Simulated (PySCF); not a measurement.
AgF, SMILES [F][Ag], multiplicity 1.

Geometry optimised at B3LYP-D3(BJ)/def2-TZVPD. The multiplicity is an assumed one; other spin states were not compared. The def2 effective core potentials stand for the cores of Ag; spin–orbit coupling is left out.

These are B3LYP-D3(BJ)/def2-TZVPD run with PySCF values and carry that method's errors.

Frequencies are harmonic and unscaled.

```json
[
 {"mode": "1", "ν (cm⁻¹)": "486", "IR (km/mol)": "48.4", "moving atoms (share of kinetic energy)": "F 85 %, Ag 15 %"}
]
```
